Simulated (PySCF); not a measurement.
Si(Br)(Me)(OH)2 (CH5BrO2Si), SMILES C[Si](O)(O)Br.

The structure is a stationary point at B3LYP-D3(BJ)/def2-SVP. The structure was generated by enumeration, and PubChem lists no compound with its InChIKey, so it may never have been made. Other conformers were not sampled.

Computed with PBE/def2-TZVP in PySCF.

The molecule is in vacuum.

Computed frontier levels, gap, dipole moment and polarisability:
```json
{
 "highest_occupied_level": "-7.06 eV",
 "lowest_empty_level": "-0.39 eV",
 "orbital_gap": "6.67 eV",
 "dipole_moment": "0.91 D",
 "quadrupole, principal values (traceless, Buckingham form, about the centre of nuclear charge)": "-7.18, 0.69, 6.48 D·Å",
 "mean_static_polarisability": "64.1 bohr³ (9.51 Å³)",
 "polarisability_principal_values": "56.7, 61.1, 74.6 bohr³"
}
```
